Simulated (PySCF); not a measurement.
Cl₂HMoNS, SMILES [NH]=[Mo](=[S])([Cl])[Cl], multiplicity 1. Atoms are numbered in the order given.

```xyz
6

Mo     0.1923    -0.0356     0.0000
N      1.9011    -0.1777     0.0000
H      2.7770    -0.7036     0.0000
S     -0.6127    -1.9888     0.0000
Cl    -0.4222     1.0372     1.9146
Cl    -0.4222     1.0372    -1.9146
```

The structure is a stationary point at B3LYP-D3(BJ)/def2-SVP. The spin state was assumed, not searched. The structure was generated by enumeration; whether it is a known compound was not checked. The def2 effective core potentials stand for the cores of Mo; spin–orbit coupling is left out.

The numbers are results of PySCF with PBE/def2-TZVP, not measurements.

Isolated molecule, no solvent.

### Question
Estimate the frontier levels, gap, dipole moment and polarisability. (The exact figures need the calculation; the answer reports its results.)

### Answer

| Quantity | Value |
|---|---|
| highest occupied level | -6.83 eV |
| lowest empty level | -4.23 eV |
| orbital gap | 2.60 eV |
| dipole moment | 0.403 e·Å |
| quadrupole, principal values (traceless, Buckingham form, about the centre of nuclear charge) | -4.82, -3.89, 8.71 D·Å |
| mean static polarisability | 95.3 bohr³ (14.12 Å³) |
| polarisability, principal values | 83.7, 95.8, 106.2 bohr³ |
